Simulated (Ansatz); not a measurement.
`C[Si](F)(F)C=O` and `C[Si](F)(F)[SiH3]` differ in one atom or group.

Ansatz, PBE0-D4/def2-TZVP geometries, multiplicity 1. Each molecule was computed in one conformer, which needn't be the lowest.

| property | `C[Si](F)(F)C=O` |
| --- | --- |
| HOMO energy (B3LYP/def2-TZVPP) / eV | -7.19 |
| LUMO energy (ωB97M-V/def2-TZVPP) / eV | 0.35 |
| HOMO energy (PBE/def2-TZVPP) / eV | -5.83 |
| size of the dipole moment (B3LYP/def2-TZVPP) / D | 0.95 |
| HOMO energy (PBE0/def2-TZVPP) / eV | -7.39 |
| LUMO energy (PBE/def2-TZVPP) / eV | -3.13 |

Q: Give the same properties after the change, and the shifts. (An estimate is asked.)

A: The calculation gave: 
```tsv
property	`C[Si](F)(F)[SiH3]`	shift
HOMO energy (B3LYP/def2-TZVPP) / eV	-8.09	-0.90
LUMO energy (ωB97M-V/def2-TZVPP) / eV	1.72	1.37
HOMO energy (PBE/def2-TZVPP) / eV	-7.04	-1.21
size of the dipole moment (B3LYP/def2-TZVPP) / D	2.00	1.05
HOMO energy (PBE0/def2-TZVPP) / eV	-8.29	-0.90
LUMO energy (PBE/def2-TZVPP) / eV	-0.89	2.24
```

With PBE0 the HOMO falls by 0.90 eV and the LUMO rises by 1.94 eV, so the gap widens by about 2.84 eV. PBE moves the HOMO by -1.21 eV and ωB97M-V by -0.63 eV. Dipoles are sizes alone; their direction can turn.

B3LYP here is the variant with VWN-RPA as its local correlation; programs differ in this.
